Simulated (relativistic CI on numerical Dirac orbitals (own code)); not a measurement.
Re II: q coefficients and field-shift factors

Calculated at this level of theory: Dirac-Coulomb-Breit CI, KLI orbitals optimised for each configuration, valence Slater integrals scaled by 0.85, P86 correlation energy added to each configuration, derivatives by finite differences, QED left out (own radial code, finite nucleus).

Configurations in the expansion (outside the closed core [Xe] 4f14): 5d5 6s, 5d4 6s2, 5d6, 5d4 6s 6p, 5d5 6d, 5d3 6s2 6p. Levels of other configurations are missing.

With x = (α/α₀)² − 1 an excitation energy changes as ω = ω₀ + qx; K = 2q/ω₀ is the relative enhancement. Terms are leading LS components, so labels can repeat. The field-shift factor is F = δν/δ⟨r²⟩ for the transition from the lowest level.

Lowest level 5d5 6s 7S_3.

```tsv
Level	ω₀ (cm⁻¹)	q (cm⁻¹)	F (GHz/fm²)
5d6 5D_4	15072.2	13970	-22.8
5d6 5D_2	15531.1	5704	-10.9
5d6 5D_3	15557.3	7899	-13
5d6 5D_0	15779.5	1110	-3.87
5d6 5D_1	15979.6	4403	-7.18
5d5 6s 5G_2	20299.7	-954.4	-3.86
5d5 6s 5G_3	20832.8	-575.3	-3.29
5d5 6s 5S_2	21520.1	4137	-9.52
5d5 6s 5G_4	21788.7	934	-2.6
5d5 6s 5G_6	22006.2	950.8	-1.74
5d5 6s 5G_5	22159.2	1131	-1.6
5d5 6s 5P_3	23025.4	1454	-3.3
5d6 1S_0	24237.6	-1149	-0.511
5d5 6s 5P_2	24478.8	6359	-12
5d5 6s 3D_1	24847.1	2112	-3.57
5d5 6s 5P_2	25127.3	5037	-7.52
5d5 6s 5P_1	25188.1	3364	-5.31
5d6 3F_4	25594.2	9317	-18.9
5d6 5D_3	26456.0	7302	-12
5d5 6s 3G_3	27045.0	7102	-12.1
5d6 3G_5	27434.6	10320	-16.5
5d6 3G_4	28332.8	7131	-10.9
5d6 3F_2	28642.1	8713	-15.1
```

Correlation outside the listed configurations is missing or only estimated: errors of thousands of cm⁻¹ between configurations and terms are usual at this charge. Rates and lifetimes follow the computed energies and can be off by large factors. The fine structure of a lone outer electron comes out too small, for d and f at times inverted, and misplaced configurations move strength between like terms.

Question: Which transition from the lowest level has the largest |K|?

Answer: 5d6 5D_4 at 15072.2 cm⁻¹, K = 1.85.
